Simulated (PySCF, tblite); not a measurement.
Parent: `[CH3:1][CH2:2][P@@+:3]([CH3:4])([NH2:5])[N:6]([CH3:7])[CH3:8]` (charge +1) with C1–C2–P3–C4 -177°, C2–P3–N5–H 179° and -46°, C2–P3–N6–C7 74°, [C5H16N2P]+.

Structures optimised with GFN2-xTB, isolated species. One conformer each, not checked by frequencies here.

| coordinate of the parent | value |
| --- | --- |
| C1–C2 | 1.524 Å |
| C2–P3 | 1.834 Å |
| P3–C4 | 1.820 Å |
| P3–N5 | 1.646 Å |
| P3–N6 | 1.650 Å |
| N6–C7 | 1.457 Å |
| N6–C8 | 1.459 Å |
| C1–C2–P3 | 111.9° |
| C2–P3–C4 | 108.3° |
| C2–P3–N5 | 106.0° |
| C2–P3–N6 | 118.6° |
| C4–P3–N5 | 113.0° |
| C4–P3–N6 | 107.4° |
| N5–P3–N6 | 103.6° |
| P3–N6–C7 | 119.6° |
| P3–N6–C8 | 120.1° |
| C7–N6–C8 | 112.7° |

Problem. How does the shared frame change in `[CH2:1]=[C:2]([CH3:3])[P@+:4]([CH3:5])([NH2:6])[N:7]([CH3:8])[CH3:9]` (charge +1) with C1–C2–P4–C5 149°, C2–P4–N6–H -172° and 52°, C2–P4–N7–C8 60°, [C6H16N2P]+? Atoms pair as C1 = C3, C2 = C2, P3 = P4, C4 = C5, N5 = N6, N6 = N7, C7 = C9, C8 = C8 (parent first).

Solution. 
```csv
parent,relative,value in the relative,change
C1–C2,C3–C2,1.493 Å,-0.031
C2–P3,C2–P4,1.821 Å,-0.013
P3–C4,P4–C5,1.817 Å,-0.003
P3–N5,P4–N6,1.647 Å,+0.001
P3–N6,P4–N7,1.658 Å,+0.008
N6–C7,N7–C9,1.457 Å,0.000
N6–C8,N7–C8,1.460 Å,+0.001
C1–C2–P3,C3–C2–P4,115.4°,+3.5
C2–P3–C4,C2–P4–C5,110.7°,+2.4
C2–P3–N5,C2–P4–N6,106.5°,+0.5
C2–P3–N6,C2–P4–N7,116.4°,-2.2
C4–P3–N5,C5–P4–N6,112.7°,-0.3
C4–P3–N6,C5–P4–N7,107.8°,+0.4
N5–P3–N6,N6–P4–N7,102.7°,-0.9
P3–N6–C7,P4–N7–C9,120.6°,+1.0
P3–N6–C8,P4–N7–C8,116.4°,-3.7
C7–N6–C8,C9–N7–C8,112.3°,-0.4
```

Of the parent's bonds, C1–C2 changes most (-0.031 Å). Bonds of the relative outside the shared frame: C1=C2 1.326 Å. Point group C1 → C1.

Problem. How does the shared frame change in `[CH3:1][N:2]([CH3:3])[P@+:4]([CH3:5])([NH2:6])[CH2:7][SiH3:8]` (charge +1) with C1–N2–P4–C5 165°, N2–P4–N6–H -171° and 54°, N2–P4–C7–Si8 60°, [C4H16N2PSi]+? Atoms pair as C2 = C7, P3 = P4, C4 = C5, N5 = N6, N6 = N2, C7 = C3, C8 = C1 (parent first).

Solution. 
| parent | relative | value in the relative | change |
| --- | --- | --- | --- |
| C2–P3 | C7–P4 | 1.806 Å | -0.028 |
| P3–C4 | P4–C5 | 1.823 Å | +0.003 |
| P3–N5 | P4–N6 | 1.648 Å | +0.002 |
| P3–N6 | P4–N2 | 1.652 Å | +0.002 |
| N6–C7 | N2–C3 | 1.457 Å | 0.000 |
| N6–C8 | N2–C1 | 1.458 Å | -0.001 |
| C2–P3–C4 | C7–P4–C5 | 109.2° | +0.9 |
| C2–P3–N5 | C7–P4–N6 | 106.6° | +0.6 |
| C2–P3–N6 | C7–P4–N2 | 119.2° | +0.6 |
| C4–P3–N5 | C5–P4–N6 | 112.1° | -0.9 |
| C4–P3–N6 | C5–P4–N2 | 106.6° | -0.8 |
| N5–P3–N6 | N6–P4–N2 | 103.2° | -0.4 |
| P3–N6–C7 | P4–N2–C3 | 119.8° | +0.2 |
| P3–N6–C8 | P4–N2–C1 | 119.2° | -0.9 |
| C7–N6–C8 | C3–N2–C1 | 112.6° | -0.1 |

Of the parent's bonds, C2–P3 changes most (-0.028 Å). Bonds of the relative outside the shared frame: C7–Si8 1.937 Å. Point group C1 → C1.

Problem. How does the shared frame change in `[CH3:1][N:2]([CH3:3])[P@+:4]([CH3:5])([NH2:6])[CH2:7][C:8]#[N:9]` (charge +1) with C1–N2–P4–C5 -35°, N2–P4–N6–H 50° and -171°, N2–P4–C7–C8 -59°, [C5H13N3P]+? Atoms pair as C1 = C8, C2 = C7, P3 = P4, C4 = C5, N5 = N6, N6 = N2, C7 = C1, C8 = C3 (parent first).

Solution. 
```
  parent  relative  value in the relative  change
   C1–C2     C8–C7                1.443 Å  -0.081
   C2–P3     C7–P4                1.846 Å  +0.012
   P3–C4     P4–C5                1.812 Å  -0.008
   P3–N5     P4–N6                1.646 Å   0.000
   P3–N6     P4–N2                1.640 Å  -0.010
   N6–C7     N2–C1                1.460 Å  +0.003
   N6–C8     N2–C3                1.462 Å  +0.003
C1–C2–P3  C8–C7–P4                 105.4°    -6.5
C2–P3–C4  C7–P4–C5                 108.2°    -0.1
C2–P3–N5  C7–P4–N6                 103.9°    -2.1
C2–P3–N6  C7–P4–N2                 115.7°    -2.9
C4–P3–N5  C5–P4–N6                 115.2°    +2.2
C4–P3–N6  C5–P4–N2                 109.6°    +2.2
N5–P3–N6  N6–P4–N2                 104.4°    +0.8
P3–N6–C7  P4–N2–C1                 121.7°    +2.1
P3–N6–C8  P4–N2–C3                 117.3°    -2.8
C7–N6–C8  C1–N2–C3                 113.0°    +0.3
```

Of the parent's bonds, C1–C2 changes most (-0.081 Å). Bonds of the relative outside the shared frame: C8≡N9 1.140 Å. Point group C1 → C1.

Problem. How does the shared frame change in `[CH3:1]/[CH:2]=[CH:3]\[P@+:4]([CH3:5])([NH2:6])[N:7]([CH3:8])[CH3:9]` (charge +1) with C2–C3–P4–C5 176°, C3–P4–N6–H -62° and 73°, C3–P4–N7–C8 -37°, [C6H16N2P]+? Atoms pair as C1 = C2, C2 = C3, P3 = P4, C4 = C5, N5 = N6, N6 = N7, C7 = C8, C8 = C9 (parent first).

Solution. 
```tsv
parent	relative	value in the relative	change
C1–C2	C2=C3	1.332 Å	-0.192
C2–P3	C3–P4	1.799 Å	-0.035
P3–C4	P4–C5	1.817 Å	-0.003
P3–N5	P4–N6	1.653 Å	+0.007
P3–N6	P4–N7	1.653 Å	+0.003
N6–C7	N7–C8	1.456 Å	-0.001
N6–C8	N7–C9	1.458 Å	-0.001
C1–C2–P3	C2–C3–P4	125.2°	+13.3
C2–P3–C4	C3–P4–C5	107.3°	-1.0
C2–P3–N5	C3–P4–N6	115.5°	+9.5
C2–P3–N6	C3–P4–N7	111.0°	-7.6
C4–P3–N5	C5–P4–N6	104.0°	-9.0
C4–P3–N6	C5–P4–N7	115.4°	+8.0
N5–P3–N6	N6–P4–N7	103.6°	0.0
P3–N6–C7	P4–N7–C8	119.9°	+0.3
P3–N6–C8	P4–N7–C9	117.6°	-2.5
C7–N6–C8	C8–N7–C9	113.3°	+0.6
```

Of the parent's bonds, C1–C2 changes most (-0.192 Å). Bonds of the relative outside the shared frame: C1–C2 1.479 Å. Point group C1 → C1.

These are computed values.
